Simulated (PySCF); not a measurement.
# Hf(BH4)4 at several levels of theory

Computed with PySCF 2.14.0 (density fitting, no spin-orbit coupling) at the geometry relaxed with TPSS:

```xyz
21
Hf(BH4)4 (singlet)
Hf    0.0000    0.0000   -0.0529
B     1.2763    1.3985    1.2854
H     1.9362    2.1242    1.9768
H     0.0605    1.3521    1.6056
H     1.6514    0.1980    1.2951
H     1.2703    1.7170    0.0685
B    -1.2763   -1.3985    1.2854
H    -1.9362   -2.1242    1.9768
H    -0.0605   -1.3521    1.6055
H    -1.6514   -0.1980    1.2951
H    -1.2703   -1.7170    0.0685
B     1.3989   -1.2774   -1.3895
H     2.1235   -1.9364   -2.0829
H     1.4179   -1.6006   -0.1738
H     0.1844   -1.3375   -1.7128
H     1.6653   -0.0476   -1.3943
B    -1.3989    1.2774   -1.3895
H    -2.1235    1.9364   -2.0829
H    -1.4179    1.6006   -0.1738
H    -0.1844    1.3375   -1.7128
H    -1.6653    0.0476   -1.3943
```

| level | basis | state | HOMO (eV) | gap (eV) | charge on Hf1 (e) | dipole about the centre of mass (D) | largest force component (eV/Å) |
| --- | --- | --- | --- | --- | --- | --- | --- |
| TPSS | Hf def2-SVP with ECP60, B def2-SVP, H def2-SVP | singlet | -8.64 | 6.72 | 0.34 | 0.01 | 0.01 |
| revPBE | the same | singlet | -8.34 | 6.41 | 0.21 | 0.01 | 0.14 |
| M06-L | the same | singlet | -8.74 | 7.00 | 0.81 | 0.01 | 0.16 |
| BP86 | the same | singlet | -8.46 | 6.36 | 0.23 | 0.01 | 0.12 |
| TPSS | Hf def2-TZVP with ECP60, B def2-TZVP, H def2-TZVP | singlet | -8.63 | 6.72 | -0.16 | 0.01 | 0.20 |

Charges are Mulliken's, which hang on the basis. The relaxation used the grid (50, 194), these runs (75, 302) or, all-electron (x2c bases, spin-free X2C Hamiltonian), (99, 590).

Question: What does PBE0 with Hf def2-SVP with ECP60, B def2-SVP, H def2-SVP give here?

Answer: state singlet, HOMO (eV) -9.66, gap (eV) 8.47, charge on Hf1 (e) 0.38, dipole about the centre of mass (D) 0.01, largest force component (eV/Å) 0.18. Time: 13 s on 4 threads of Intel(R) Xeon(R) Platinum 8488C (Sapphire Rapids), with other jobs on the host, from an already converged density.

In the first row's basis the gap widens with exact exchange: 6.4 to 7.0 eV for BP86, revPBE, TPSS, M06-L (none); 8.5 eV for PBE0 (a fixed share).

No frequency check is given that shows the relaxed geometry to be a minimum.
